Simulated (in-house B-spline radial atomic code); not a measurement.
Checks on a self-consistent run for the germanium ion Ge⁷⁺, [Ne] 3s2 (3p1/2)2 (3p3/2)3 (3d3/2)3 (3d5/2)5. Level of theory: Dirac-Hartree-Fock, average of the jj configuration, Fermi nucleus of rms radius 4.0742 fm; calculated with an all-electron radial atomic-structure program (B-spline basis).

| orbital | q | ε (Eh) | <1/r> | <r²> | small-component weight |
| --- | --- | --- | --- | --- | --- |
| 1s1/2 | 2 | -416.66889 | 32.3888 | 0.00296998 | 0.013401 |
| 2s1/2 | 2 | -58.94005 | 7.18588 | 0.0514711 | 0.0026217 |
| 2p1/2 | 2 | -52.84091 | 7.11562 | 0.0401738 | 0.0025884 |
| 2p3/2 | 4 | -51.63442 | 6.91578 | 0.0418112 | 0.0025316 |
| 3s1/2 | 2 | -12.32871 | 2.35551 | 0.419113 | 0.0006277 |
| 3p1/2 | 2 | -10.27542 | 2.24539 | 0.436214 | 0.00058403 |
| 3p3/2 | 3 | -10.15081 | 2.21105 | 0.446959 | 0.00057751 |
| 3d3/2 | 3 | -6.64983 | 1.98285 | 0.476328 | 0.00047827 |
| 3d5/2 | 5 | -6.57579 | 1.97129 | 0.482248 | 0.00047471 |

Electron-electron repulsion V_ee = 685.5160 hartree.

Task: What total energy follows from the eigenvalues?

Result: The eigenvalues count the repulsion twice, so E = Σqε - V_ee = -1391.926 - 685.516 = -2077.443 hartree; the run printed -2077.443.

Task: Does the Dirac virial theorem hold?

Result: For a point nucleus E = -2c²Σq·w, with w the small-component weight. Here Σq·w = 0.055313 and c = 137.0360, so the ratio E/(-2c²Σq·w) is 1.000012; the finite nucleus accounts for the departure from 1.

Task: What diamagnetic shielding (Lamb formula) and susceptibility (Langevin formula) do the radii give?

Result: σ = (α²/3)Σq<1/r> = 152.684/(3·137.036²) = 2710.2 ppm, and χ = -0.79199×10⁻⁶·Σq<r²> = -5.741×10⁻⁶ cm³/mol with Σq<r²> = 7.2482 bohr². Both are non-relativistic formulas without the paramagnetism of open shells.
